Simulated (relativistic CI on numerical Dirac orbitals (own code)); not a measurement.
## The 5-electron sequence from B to Cr¹⁹⁺

Computed by Dirac-Coulomb-Breit CI, separate exchange-only KLI orbitals for each configuration, model QED (radiative potential, 1s self-energy scaled to tabulated hydrogen-like ionisation energies), unscaled Slater integrals (own radial code, finite nucleus).

CI space (outside the closed core 1s2): 2s2 2p, 2s 2p2, 2p3, 2p2 3s, 2p2 3p, 2p2 3d, 2s2 3s. Levels of other configurations are missing.

Energies above each ion's lowest level, in eV. Levels are followed by their leading LS label, which can pass from one level to another where the coupling changes.

```csv
Ion,2s2 2p 2P°_1/2,2s2 2p 2P°_3/2,2s 2p2 4P_1/2,2s 2p2 4P_3/2,2s 2p2 4P_5/2
B,0,0.0015917,3.0367,3.0374,3.0382
C⁺,0,0.0074069,4.7114,4.714,4.7173
N²⁺,0,0.020963,6.4263,6.4335,6.4431
O³⁺,?,?,?,?,?
F⁴⁺,0,0.091134,9.9163,9.9472,9.9912
Ne⁵⁺,0,0.16035,11.694,11.749,11.828
Mg⁷⁺,0,0.40668,15.347,15.487,15.692
Al⁸⁺,0,0.60298,17.235,17.445,17.751
Si⁹⁺,0,0.86268,19.176,19.48,19.919
P¹⁰⁺,0,1.1982,21.177,21.606,22.217
S¹¹⁺,0,1.6231,23.248,23.838,24.666
Cl¹²⁺,0,2.1521,25.396,26.192,27.289
Ar¹³⁺,0,2.8012,27.631,28.687,30.109
K¹⁴⁺,0,3.5876,29.959,31.341,33.151
Ca¹⁵⁺,0,4.5295,32.387,34.173,36.442
Sc¹⁶⁺,0,5.6469,34.923,37.205,40.005
Ti¹⁷⁺,0,6.9605,37.572,40.459,43.868
V¹⁸⁺,0,8.4927,40.336,43.959,48.056
Cr¹⁹⁺,0,10.267,43.22,47.729,52.594
```

Task: Fill in the row of O³⁺.

Result: 2s2 2p 2P°_1/2 0, 2s2 2p 2P°_3/2 0.046952, 2s 2p2 4P_1/2 8.1615, 2s 2p2 4P_3/2 8.1775, 2s 2p2 4P_5/2 8.1996 (eV).

The lowest level keeps the configuration 2s2 2p and J = 1/2 throughout.

Between Z = 21 and 24 the energy of 2s2 2p 2P°_3/2 follows a local power law Z^4.5. For orientation: electrostatic splittings inside a shell grow about linearly with the screened charge, excitations that change n as its square, and fine structure as its fourth power; written in Z itself the exponents are larger, since the screened charge grows faster in proportion.

The members near neutrality are the least accurate: they can be off by several eV, miss lower levels of configurations outside the list, or start from a wrong lowest level.
